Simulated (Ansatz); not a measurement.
Mulliken charges of `O[Si]1(Br)CC1` from PBE/def2-TZVPP in Ansatz (PBE0-D4/def2-TZVP geometry).

```tsv
atom	x (Å)	y (Å)	z (Å)	charge (e)
O1	-1.394	0.094	1.558	-0.346
Si2	-0.167	-0.411	0.611	0.444
Br3	0.668	-2.324	1.335	-0.197
C4	-0.061	-0.029	-1.161	-0.240
C5	0.891	0.811	-0.197	-0.214
H6	-2.065	-0.548	1.800	0.194
H7	-0.843	0.549	-1.644	0.090
H8	0.448	-0.695	-1.850	0.088
H9	0.652	1.868	-0.123	0.091
H10	1.954	0.634	-0.325	0.091
```

By hand: the dipole of these point charges (1 e Å = 4.8032 D).

Σ q r = (-0.099, 0.186, -0.212) e Å, of length 0.299 e Å = 1.44 D.

How does the dipole of the full density compare? (Best estimate.)

The calculation gave: (-0.207, 0.015, -0.092) e Å, 1.09 D; the point charges give 1.32 times that, at 51° from its direction.

Point charges leave out the atoms' own dipoles, such as those of lone pairs, and Mulliken's split depends on the basis, so the two needn't agree.
